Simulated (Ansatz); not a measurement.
Born–Oppenheimer molecular dynamics of GaH6NO3 (11 atoms, charge 0, multiplicity 1). It starts at the highest image of a converged band, a first-order saddle point between two minima.

Level of theory: Ansatz, RKS PBE-D4/def2-SVP.

```json
{
  "ensemble": "NVE (velocity Verlet)",
  "time step": "0.5 fs",
  "steps asked": "200",
  "starting velocities drawn for": "300 K",
  "seed": "4270"
}
```

First frame:

```xyz
11
Properties=species:S:1:pos:R:3
Ga -0.079 0.046 0.237
N -0.062 0.195 2.195
H -0.859 -0.203 2.704
H 0.803 -0.070 2.681
O 1.502 -0.535 -0.433
H 1.621 -0.235 -1.351
O -1.711 -0.281 -0.495
H -1.722 -1.137 -0.960
O -0.145 2.031 0.625
H -1.023 2.407 0.419
H -0.165 1.485 1.672
```

Task: How far do the bonds stretch over the last three quarters of this one trajectory? (Pairs bonded in most of those frames.)

Result: 
```tsv
bond	mean (Å)	spread (Å)	shortest	longest
Ga1–N2	2.190	0.102	2.00	2.30
Ga1–O5	1.838	0.022	1.80	1.87
Ga1–O7	1.837	0.024	1.80	1.89
Ga1–O9	1.880	0.094	1.73	2.05
N2–H3	1.028	0.011	1.01	1.05
N2–H4	1.032	0.034	0.98	1.09
N2–H11	1.062	0.068	0.97	1.29
O5–H6	0.975	0.010	0.96	0.99
O7–H8	0.977	0.024	0.94	1.01
O9–H10	0.975	0.006	0.96	0.99
```

Mean temperature of the second half: 493 K. The conserved energy stayed within 0.3 meV per atom of its start (net change 0.1 meV per atom), so the integration is sound. The kinetic energy rose, since the run started high on the potential surface and went downhill. A run of 0.1 ps of so small a system gives no equilibrium averages. The orbitals stay closed-shell, which can raise the energy where a bond breaks towards radicals; this wasn't checked here.

Time of the run: 3.3 min on 4 threads of Intel(R) Xeon(R) Platinum 8223CL CPU @ 3.00GHz (Skylake/Cascade Lake) (shared host), peak memory 0.19 GiB.
